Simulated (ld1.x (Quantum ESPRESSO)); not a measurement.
## Which change was made? (As, TM)

arsenic (As), norm-conserving Troullier–Martins (Kleinman–Bylander form), made with ld1.x (Quantum ESPRESSO) 7.5 (PBE, scalar-relativistic). Core [Ar] 3d10, reference 4s2 4p3. Waves: 4s (bound): rc 1.15 bohr; 4p (bound): rc 1.70 bohr. Local part: all-electron potential smoothed inside 1.15 bohr (lloc = -1). Core correction: none.

Cutoffs, loose and tight: the cutoffs (Ry, on a coarse ladder) from which the occupation-weighted sum of valence levels, in a spherical-Bessel basis at the reference potential, stays within 10 and 1 mRy of its value at 400 Ry. They do not see the model core or the augmentation charge, which bear on the density cutoff. Test errors are all-electron minus pseudo excitation energies from the reference, over the configurations 4s2 4p2; 4s2 4p1; 4s2 4p0; 4s1 4p4; 4s2 4p2.5; 4s1 4p0; 4s2 4p3.3; variants that change the core or the reference have their own tests.

The base gives: outcome: generated; cutoff, loose: 70 Ry; cutoff, tight: 260 Ry; bound ghosts: s; largest test error (meV): -101.

Problem. After one change the result is: outcome: generated; cutoff, loose: 70 Ry; cutoff, tight: 260 Ry; bound ghosts: s; largest test error (meV): -60. Which change was it?
A. local potential all-electron potential smoothed inside 1.38 bohr (lloc = -1)
B. local potential all-electron potential smoothed inside 0.66 bohr (lloc = -1)
C. local potential all-electron potential smoothed inside 1.02 bohr (lloc = -1)
D. local potential all-electron potential smoothed inside 1.62 bohr (lloc = -1)

Solution. C. The others give: local potential all-electron potential smoothed inside 1.62 bohr (lloc = -1) → outcome: generated; cutoff, loose: 70 Ry; cutoff, tight: 260 Ry; bound ghosts: none; largest test error (meV): +207 | local potential all-electron potential smoothed inside 0.66 bohr (lloc = -1) → outcome: generated; cutoff, loose: 70 Ry; cutoff, tight: 260 Ry; bound ghosts: s, p, d; largest test error (meV): +120 | local potential all-electron potential smoothed inside 1.38 bohr (lloc = -1) → outcome: generated; cutoff, loose: 70 Ry; cutoff, tight: 260 Ry; bound ghosts: none; largest test error (meV): +741.
